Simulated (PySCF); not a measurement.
C3H4O2Si, SMILES C=C1OC(=O)[SiH2]1.

Geometry: PBE0-D3(BJ)/def2-SVP. This is a generated structure with no PubChem entry under its InChIKey; it may be hypothetical.

Level of theory: TDA-PBE/def2-SVPD (PySCF).

Vertical excitations.  State labels are in the subgroup Cs.

| state | symmetry | energy (eV) | λ (nm) | f | main pairs |
|---|---|---|---|---|---|
| S1 | A" | 4.61 | 269 | 0.005 | HOMO−1→LUMO 95 % |
| S2 | A' | 4.67 | 266 | 0.007 | HOMO→LUMO 89 % |
| S3 | A" | 4.95 | 250 | 0.001 | HOMO→LUMO+1 99 % |
| S4 | A" | 5.15 | 241 | 0.001 | HOMO−1→LUMO+2 95 % |
| S5 | A' | 5.27 | 235 | 0.049 | HOMO−1→LUMO+1 94 % |
| S6 | A" | 6.03 | 206 | 0.003 | HOMO−2→LUMO 95 % |
| S7 | A" | 6.13 | 202 | 0.002 | HOMO→LUMO+3 100 % |
| S8 | A' | 6.23 | 199 | 0.009 | HOMO−1→LUMO+3 99 % |
| S9 | A' | 6.61 | 188 | 0.335 | HOMO→LUMO+2 62 %, HOMO−1→LUMO+4 10 % |
| S10 | A" | 6.73 | 184 | 0.000 | HOMO→LUMO+4 92 % |
| T1 | A' | 3.90 | 318 | 0 | HOMO→LUMO 73 %, HOMO→LUMO+2 26 % |
| T2 | A" | 3.97 | 312 | 0 | HOMO−1→LUMO 98 % |
| T3 | A' | 4.33 | 287 | 0 | HOMO→LUMO+2 72 %, HOMO→LUMO 26 % |
| T4 | A' | 4.77 | 260 | 0 | HOMO−1→LUMO+1 99 % |
Triplets are in the Tamm–Dancoff approximation.
